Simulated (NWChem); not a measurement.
RbCl; SMILES [Rb][Cl]

```xyz
2

Rb     0.0000     0.0000    -0.9031
Cl     0.0000     0.0000     1.9115
```
Atoms are numbered in this order, from 1.

All runs use the structure optimised with PBE0/def2-SVP. def2 effective core potentials on Rb; no spin-orbit coupling.

### Question
List the 6 lowest vertical singlet excitations and the 6 lowest triplet ones from LRC-wPBEh/def2-SVP with def2 effective core potentials on Rb, full TDDFT (NWChem).

### Answer
```csv
state,energy (eV),oscillator strength,leading excitation (squared amplitude)
S1,3.96,0.021,HOMO → LUMO (0.56)
S2,3.96,0.021,HOMO−1 → LUMO (0.56)
S3,4.21,0.066,HOMO−2 → LUMO (0.83)
S4,5.23,0.000,HOMO−1 → LUMO+1 (0.24)
S5,5.23,0.000,HOMO−1 → LUMO+2 (0.24)
S6,5.25,0.000,HOMO−1 → LUMO+1 (0.29)
T1,3.89,spin-forbidden,HOMO−1 → LUMO (0.47)
T2,3.89,spin-forbidden,HOMO → LUMO (0.47)
T3,3.99,spin-forbidden,HOMO−2 → LUMO (0.81)
T4,5.15,spin-forbidden,HOMO−1 → LUMO+2 (0.27)
T5,5.20,spin-forbidden,HOMO−1 → LUMO+2 (0.23)
T6,5.20,spin-forbidden,HOMO−1 → LUMO+1 (0.23)
```
